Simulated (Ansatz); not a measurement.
Consider the ligand exchange at the Si–N bond: `[OH][GeH2][NH][SiH](O)O` + `[OH][GeH2][OH]` → `[OH][GeH2][O][SiH](O)O` + `[NH2][GeH2][OH]`.

Program: Ansatz. Geometries: PBE0-D4/def2-TZVP. ΔE: electronic, gas phase. CCSD(T)/CBS adds triple-zeta CCSD(T) − MP2 to the extrapolated MP2 energy (def2 sets, frozen cores). Functionals use def2-TZVPP. B3LYP here is the variant with VWN-RPA as its local correlation; programs differ in this. For Ge outer-core shells are correlated without core-valence functions, which leaves a few kJ/mol of doubt a bond. Scalar relativity is left out up to krypton. One conformer a species, not always the lowest.

`[OH][GeH2][NH][SiH](O)O`:

Z-matrix (Å, degrees):
```
Ge
N 1 1.825
O 1 1.799 2 107.8
H 1 1.537 2 108.5 3 -119.8
H 1 1.528 2 112.5 3 112.2
Si 2 1.714 1 122.5 3 -44.3
H 2 1.009 1 116.1 3 115.1
H 3 0.960 1 112.5 2 -73.1
O 6 1.644 2 105.3 1 126.1
O 6 1.633 2 107.6 1 2.2
H 6 1.480 2 115.3 1 -114.5
H 9 0.958 6 116.7 2 163.2
H 10 0.968 6 116.3 2 39.0
```

`[OH][GeH2][OH]`:

```xyz
7

O    -0.013    1.453   -0.576
Ge   -0.468   -0.168   -0.012
O     0.828   -1.335   -0.337
H     0.418    1.982    0.097
H    -0.741   -0.103    1.505
H    -1.632   -0.623   -0.885
H     1.607   -1.206    0.208
```

`[OH][GeH2][O][SiH](O)O`:

```xyz
12

O     0.343   -2.100    1.228
Ge    1.532   -0.966    0.588
O     0.754    0.638    0.481
Si   -0.687    1.052   -0.118
O    -1.573   -0.332   -0.230
O    -0.643    1.649   -1.642
H    -0.508   -1.959    0.796
H     1.982   -1.349   -0.832
H     2.660   -0.857    1.613
H    -1.300    2.041    0.792
H    -2.255   -0.353   -0.905
H    -0.306    2.536   -1.772
```

`[NH2][GeH2][OH]`:

```xyz
8

N    -0.949    0.170   -1.014
Ge    0.196   -0.346    0.301
O     0.469    1.124    1.267
H    -0.558    0.692   -1.783
H    -1.573   -0.544   -1.359
H     1.589   -0.826   -0.173
H    -0.528   -1.425    1.125
H     1.354    1.154    1.636
```

```tsv
level	ΔE (kcal/mol)	difference from CCSD(T)/CBS
PBE-D4	-8.9	1.9
r2SCAN-D4	-10.9	-0.1
PBE0-D4	-10.0	0.8
B3LYP-D4	-11.0	-0.2
ωB97X-V	-10.8	0.0
ωB97M-V	-10.6	0.2
B2PLYP	-11.3	-0.5
PBE	-9.3	1.5
r2SCAN	-11.0	-0.2
PBE0	-10.4	0.4
B3LYP	-11.6	-0.8
HF/def2-TZVPP	-15.0	-4.2
MP2/def2-TZVPP	-10.3	0.5
SCS-MP2/def2-TZVPP	-11.1	-0.3
CCSD/def2-TZVPP	-11.4	-0.6
CCSD(T)/def2-TZVPP	-10.7	0.1
HF/def2-QZVPP	-15.3	-4.5
MP2/def2-QZVPP	-10.5	0.3
SCS-MP2/def2-QZVPP	-11.3	-0.5
HF/CBS(def2)	-15.4	-4.6
MP2/CBS(def2)	-10.4	0.4
CCSD/CBS(def2)	-11.5	-0.7
CCSD(T)/CBS	-10.8	0
```

Largest T1 diagnostic among the species: 0.012.

In def2-TZVPP, CCSD(T) changes the Hartree–Fock value by +4.3 kcal/mol (the triples alone add +0.7 kcal/mol) and MP2 by +4.7 kcal/mol. From PBE to PBE0 (25 % exact exchange), in def2-TZVPP and without D4, ΔE moves by −1.0 kcal/mol.
